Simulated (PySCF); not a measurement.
SMILES C(=Cc1ccco1)c1occc1, GFN2-xTB optimised geometry.

```
20

C      0.66     0.07     0.00
C     -0.68    -0.07     0.00
C     -1.60     1.02     0.00
C     -2.98     1.02     0.00
C     -3.37     2.37     0.00
C     -2.22     3.10     0.00
O     -1.15     2.30     0.00
C      1.59    -1.02     0.00
C      2.96    -1.01     0.00
C      3.37    -2.36     0.00
C      2.23    -3.10     0.00
O      1.15    -2.31     0.00
H      1.10     1.05     0.00
H     -1.12    -1.06     0.00
H     -3.61     0.16     0.00
H     -4.38     2.75     0.00
H     -2.05     4.16     0.00
H      3.59    -0.15     0.00
H      4.38    -2.74     0.00
H      2.06    -4.16     0.00
```

Density from PySCF 2.14.0 with CAM-B3LYP/def2-SVP at that geometry.

Minimum of the electron density along straight lines between bonded atoms, close to the bond critical point (lines longer than 1.1 times the sum of covalent radii, or with two minima, are not listed):

```csv
bond,length / Å,ρ at the minimum / e bohr⁻³,∇²ρ there / e bohr⁻⁵,position (fraction from the first atom)
C1–C2,1.346,0.332,-0.86,0.50
C2–C3,1.431,0.291,-0.76,0.49
C3–C4,1.377,0.321,-0.81,0.52
C4–C5,1.410,0.297,-0.72,0.50
C5–C6,1.363,0.327,-0.84,0.48
C3–O7,1.356,0.283,-0.02,0.33
C6–O7,1.341,0.291,0.06,0.33
C1–C8,1.431,0.291,-0.76,0.49
C8–C9,1.377,0.321,-0.81,0.52
C9–C10,1.410,0.297,-0.72,0.50
C10–C11,1.363,0.327,-0.84,0.48
C8–O12,1.356,0.283,-0.02,0.33
C11–O12,1.341,0.291,0.06,0.33
C1–H13,1.080,0.284,-1.11,0.64
C2–H14,1.080,0.284,-1.11,0.64
C4–H15,1.071,0.286,-1.12,0.64
C5–H16,1.071,0.286,-1.12,0.64
C6–H17,1.072,0.291,-1.19,0.65
C9–H18,1.071,0.286,-1.12,0.64
C10–H19,1.071,0.286,-1.12,0.64
C11–H20,1.072,0.291,-1.19,0.65
```
